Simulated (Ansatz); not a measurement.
Geometry optimisation, RKS PBE0/def2-SVP (Ansatz 0.2.0).

input.yaml

```yaml
crystal:
  periodic: [false, false, false]
  atoms:
    - { symbol: Zn, position_ang: [0.0, 0.0, 0.0] }
    - { symbol: Cl, position_ang: [0.0, 0.0, 2.24] }
    - { symbol: O, position_ang: [0.0, 0.0, -1.79] }
    - { symbol: H, position_ang: [0.2547, -0.9174, -2.1271] }
basis:
  gaussian: { orbitals: def2-SVP }
hamiltonian:
  xc: pbe0
relax:
  f_tol: 0.02
  max_steps: 40
```

Command:

```bash
$ ansatz run input.yaml --threads 1 --pin off --max-ram 2048MiB --backend cpu --events-out ev --progress --plain --runs-dir out
```

Where does it end, and by what steps?

The forces met the threshold. After 5 steps the energy has fallen by 0.191 eV; Cl2 moved furthest, 0.10 Å.

```tsv
step	energy less start (eV)	largest force component (eV/Å)	accepted
0	0.0000	1.881	yes
1	-0.1698	0.610	yes
2	-0.1866	0.241	yes
3	-0.1881	0.120	yes
4	-0.1901	0.187	yes
5	-0.1910	0.007	yes
```

```xyz
4
Properties=species:S:1:pos:R:3
Zn 0.018 -0.064 0.046
Cl -0.010 0.037 2.143
O 0.008 -0.029 -1.721
H 0.239 -0.861 -2.146
```

Whether the end is a true minimum wasn't checked by a vibrational analysis.

The run took 15 s on 1 thread of Arm Neoverse V2 (shared host), peak memory 0.13 GiB.
